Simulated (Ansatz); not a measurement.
Geometry optimisation, RKS PBE0-D4/def2-SVP (Ansatz 0.2.0).

Input file:

```yaml
crystal:
  periodic: [false, false, false]
  atoms:
    - { symbol: "N", position_ang: [-0.44661, 0.79435, -0.19701] }
    - { symbol: B, position_ang: [0.21531, -0.36227, 0.12579] }
    - { symbol: O, position_ang: [0.87448, -0.98907, 1.0988] }
    - { symbol: S, position_ang: [0.77382, -1.96099, -0.38509] }
    - { symbol: H, position_ang: [-0.55605, 1.55348, 0.45291] }
    - { symbol: H, position_ang: [-0.86093, 0.9645, -1.0954] }
basis:
  gaussian: { orbitals: def2-SVP }
hamiltonian:
  xc: pbe0
  dispersion: d4
relax:
  f_tol: 0.02
  max_steps: 40
```

Command:

```bash
$ ansatz run input.yaml --threads 1 --pin off --max-ram 2048MiB --backend cpu --events-out ev --progress --plain --runs-dir out
```

Q: Where does it end, and by what steps?

A: The forces met the threshold. After 4 steps the energy has fallen by 0.047 eV; S4 moved furthest, 0.04 Å.

```json
{"step": "0", "energy less start (eV)": "0.0000", "largest force component (eV/Å)": "1.219", "accepted": "yes"}
{"step": "1", "energy less start (eV)": "-0.0289", "largest force component (eV/Å)": "0.689", "accepted": "yes"}
{"step": "2", "energy less start (eV)": "-0.0464", "largest force component (eV/Å)": "0.095", "accepted": "yes"}
{"step": "3", "energy less start (eV)": "-0.0467", "largest force component (eV/Å)": "0.027", "accepted": "yes"}
{"step": "4", "energy less start (eV)": "-0.0467", "largest force component (eV/Å)": "0.009", "accepted": "yes"}
```

```xyz
6
Properties=species:S:1:pos:R:3
N -0.449 0.801 -0.198
B 0.214 -0.372 0.106
O 0.867 -0.959 1.118
S 0.784 -1.995 -0.397
H -0.550 1.553 0.471
H -0.867 0.972 -1.100
```

Time of the run: 14 s on 1 thread of Arm Neoverse V1, with other jobs on the host, peak memory 0.16 GiB.
